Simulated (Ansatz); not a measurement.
`F/C=C(/F)C=C(F)F` + H₂ → `F/C=C\C=C(F)F` + H–F at 700 K and 1 bar (hydrogenolysis of a C–F bond).

Program: Ansatz. Geometries: PBE0-D4/def2-TZVP. ΔE: electronic, gas phase. CCSD(T)/CBS adds triple-zeta CCSD(T) − MP2 to the extrapolated MP2 energy (def2 sets, frozen cores). This one scheme is used for every species. Double bonds are as drawn, so ΔE can hold a change between cis and trans. One conformer a species, not always the lowest.

```csv
species,CCSD(T)/CBS energy (Eh),H − E (kJ/mol),S (J/(mol·K))
`F/C=C(/F)C=C(F)F`,-552.49999,227.2,484.7
H₂,-1.17544,46.8,155.3
`F/C=C\C=C(F)F`,-453.32884,241.8,456.6
H–F,-100.39570,45.2,198.5
```

H − E and S are ideal-gas, rigid-rotor, harmonic terms from PBE0-D4/def2-TZVP, for one conformer and one mirror image of each species. The MP2-based limit puts H₂ 0.8 mEh under its directly extrapolated value; such offsets cancel only in part. 1 Eh = 2625.50 kJ/mol, R = 8.31446 J/(mol·K).

Problem. By hand: ΔE, ΔH, ΔS and ΔG.

Solution. ΔE = (-453.32884) + (-100.39570) − (-552.49999) − (-1.17544) = -0.04911 Eh = -128.9 kJ/mol. Δ(H − E) = 241.8 + 45.2 − 227.2 − 46.8 = 13.0, so ΔH = -115.9 kJ/mol. ΔS = 456.6 + 198.5 − 484.7 − 155.3 = 15.1 J/(mol·K). ΔG = -115.9 − 700 × (15.1)/1000 = -126.5 kJ/mol.

Problem. By hand: the equilibrium constant, and the temperature at which ΔG would vanish if ΔH and ΔS stayed fixed.

Solution. log₁₀ K = −ΔG/(RT ln 10) = 9.4. ΔH and −TΔS have one sign here, so there is no such temperature.

ΔH outweighs TΔS. A doubt of 5 kJ/mol in ΔE shifts log₁₀ K by 0.4 here. Other conformers and mirror images would add mixing entropy, several J/(mol·K) or more a flexible species. Modes under 60 cm⁻¹, often nearly free rotors, make the harmonic entropy too high. These are equilibria of isolated gas molecules and say nothing of rates. Largest T1 diagnostic: 0.013 (customary marks: 0.02 for closed shells, 0.045 for open ones).
